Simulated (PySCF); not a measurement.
Geometry:
```csv
atom,x (Å),y (Å),z (Å)
C1,3.188,-0.129,0.354
O2,1.786,-0.160,0.557
C3,1.037,0.124,-0.510
O4,1.491,0.400,-1.591
C5,-0.422,0.060,-0.209
C6,-0.921,-0.278,1.050
C7,-2.304,-0.312,1.221
N8,-3.172,-0.039,0.250
C9,-2.688,0.282,-0.948
C10,-1.326,0.346,-1.233
H11,3.644,-0.339,1.328
H12,3.507,0.856,-0.015
H13,3.492,-0.889,-0.381
H14,-0.242,-0.507,1.872
H15,-2.729,-0.574,2.197
H16,-3.424,0.501,-1.730
H17,-0.954,0.610,-2.224
```

[PySCF: PBE0-D3(BJ)/def2-SVP structure; shielding tensors at PBE0/pcSseg-1 (GIAO); equivalent nuclei averaged; non-relativistic; gas phase; one conformer]

Problem. List the cross peaks expected in HSQC, COSY and HMBC spectra.

Solution. 

HSQC (one-bond C–H):
| δH | δC |
| --- | --- |
| 8.98 (H15/H16) | 156.5 (C7/C9) |
| 7.93 (H14/H17) | 128.1 (C6/C10) |
| 3.91 (H11/H12/H13) | 52.7 (C1) |

COSY cross peaks (H two or three bonds apart, from the bond graph; peaks can be absent where the dihedral angle is near 90°):
| δH | δH |
| --- | --- |
| 8.98 (H15/H16) | 7.93 (H14/H17) |

HMBC (two and three bonds, from the bond graph):
| δH | δC |
| --- | --- |
| 8.98 (H15/H16) | 156.5 (C7/C9), 140.0 (C5), 128.1 (C6/C10) |
| 7.93 (H14/H17) | 169.8 (C3), 156.5 (C7/C9), 140.0 (C5), 128.1 (C6/C10) |
| 3.91 (H11/H12/H13) | 169.8 (C3) |

Chemical shifts δ = σref − σ; 1H, 13C against TMS, all at this level.

Shifts are as computed. Against solution values, carbons near 30 ppm lie about +2 ppm off and those near 130 ppm about +5 ppm. Of 1211 compounds with measured shifts, 218 miss one by over three times the rms of a fit or turn the order of signals round; such compounds aren't used in these exercises.
